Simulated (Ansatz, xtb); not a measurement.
C4H6OSi: which of two isomers lies lower

We compare a, `O=CCC#C[SiH3]`, a singlet, with b, `O=CC#CC[SiH3]`, a singlet. Both are isolated molecules in the gas phase, relaxed with B3LYP/def2-SVP; each stands in its lowest conformer found.

Quicker runs give these differences E(b) − E(a): GFN2-xTB +0.3 kcal/mol; HF/STO-3G +6.9 kcal/mol (at GFN2-xTB geometries); r2SCAN-D4/def2-SVP +3.7 kcal/mol (at GFN2-xTB geometries).

Estimate E(b) − E(a) at the level CCSD(T)/def2-SVP + ΔMP2/def2-TZVPP.

Calculated at CCSD(T)/def2-SVP + ΔMP2/def2-TZVPP: E(b) − E(a) = +7.1 kcal/mol, so structure a lies lower.

How the difference moves with the method:

```csv
level,geometry,E(b) − E(a) (kcal/mol),departure from the last row (kcal/mol),"job, with rough time for the two"
GFN2-xTB,GFN2-xTB,+0.3,−6.8,"optimisation, 0.33 s"
HF/STO-3G,GFN2-xTB,+6.9,−0.2,"single point, 0.3 s"
r2SCAN-D4/def2-SVP,GFN2-xTB,+3.7,−3.4,"single point, 2.3 s"
B3LYP/def2-SVP,B3LYP/def2-SVP,+4.5,−2.6,"optimisation, 49 s"
HF/def2-SVP,B3LYP/def2-SVP,+8.5,+1.4,part of the CCSD(T) run
MP2/def2-SVP,B3LYP/def2-SVP,+5.9,−1.2,part of the CCSD(T) run
CCSD(T)/def2-SVP,B3LYP/def2-SVP,+6.4,−0.7,single point
CCSD(T)/def2-SVP + ΔMP2/def2-TZVPP,B3LYP/def2-SVP,+7.1,,"single point, 23 s"
```

As drawn, both hold the same kinds of bond in the same numbers.

GFN2-xTB finds them nearly level. The largest departure from CCSD(T)/def2-SVP + ΔMP2/def2-TZVPP is that of GFN2-xTB, 6.8 kcal/mol. A small imaginary or near-zero mode remains, so no thermal terms are given. The last row adds to CCSD(T) the change of the MP2 difference between the two basis sets, here +0.7 kcal/mol.

The correlated steps freeze 10 core orbitals. Run with Ansatz 0.2.0, xtb 6.7.1; the last row on 2 threads of Intel(R) Xeon(R) 6975P-C (Granite Rapids) on a shared host.
